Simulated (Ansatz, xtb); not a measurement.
Stretching the Si2–H4 bond in Cl2H2Si (SMILES Cl[SiH2]Cl) (multiplicity 1 held, fragments rigid). Energies count from the point at 1.470 Å.
Geometry at that point (charge 0, multiplicity 1):
```json
[
 {"atom": "Cl", "x (Å)": "-1.6761", "y (Å)": "0.4337", "z (Å)": "-0.0037"},
 {"atom": "Si", "x (Å)": "-0.0115", "y (Å)": "-0.7660", "z (Å)": "0.0237"},
 {"atom": "Cl", "x (Å)": "1.6883", "y (Å)": "0.3828", "z (Å)": "-0.0216"},
 {"atom": "H", "x (Å)": "-0.0165", "y (Å)": "-1.5412", "z (Å)": "1.2727"},
 {"atom": "H", "x (Å)": "-0.0307", "y (Å)": "-1.6168", "z (Å)": "-1.1749"}
]
```

R- and RO- levels are restricted; in cc, def2 and unpolarised 6-31G sets they are followed outwards from rest. Active spaces are followed from a long bond inwards. Levels need not reach the same state.

Frozen-core correlation.

The values were computed with Ansatz (an electronic-structure program); xtb for the GFN methods. Each number belongs to the level named beside it. The GFN methods have no spin term and hold the electronic entropy of 300 K.

Energies in eV.

| R (Å) | GFN2-xTB | R-B3LYP/cc-pV(T+d)Z | R-wB97X-V/cc-pV(T+d)Z | R-MP2/cc-pV(T+d)Z | CASSCF(2,2)/cc-pV(T+d)Z | FIC-MRCISD+Q on CASSCF(2,2)/cc-pV(T+d)Z |
|---|---|---|---|---|---|---|
| 1.176 | 1.69 | 1.28 | 1.32 | 1.29 | 1.38 | 1.29 |
| 1.323 | 0.23 | 0.25 | 0.26 | 0.24 | 0.29 | 0.25 |
| 1.470 | 0.00 | 0.00 | 0.00 | 0.00 | 0.00 | 0.00 |
| 1.617 | 0.18 | 0.16 | 0.16 | 0.19 | 0.13 | 0.17 |
| 1.764 | 0.48 | 0.53 | 0.55 | (withheld) | 0.47 | 0.55 |
| 1.985 | 1.03 | 1.24 | 1.31 | 1.36 | 1.13 | 1.27 |
| 2.205 | 1.64 | 1.98 | 2.11 | (withheld) | 1.80 | 2.00 |
| 2.573 | 2.61 | 3.06 | 3.34 | 3.35 | 2.71 | 2.99 |
| 2.940 | 3.40 | 3.90 | 4.36 | 4.27 | 3.27 | 3.61 |
| 3.381 | 4.05 | 4.63 | 5.31 | 5.01 | 3.59 | 3.96 |
| 3.969 | 4.48 | 5.23 | 6.21 | 5.46 | 3.72 | 4.11 |
| 4.704 | 4.64 | 5.63 | 6.93 | 5.41 | 3.75 | 4.15 |

Question: Some entries are withheld; supply them.

Answer: 
- 1.764, R-MP2/cc-pV(T+d)Z: 0.59
- 2.205, R-MP2/cc-pV(T+d)Z: 2.16

Doubts at one or more of the structures used: a restricted determinant that unrestricted orbitals would lower (R-B3LYP/cc-pV(T+d)Z, R-wB97X-V/cc-pV(T+d)Z, R-MP2/cc-pV(T+d)Z).
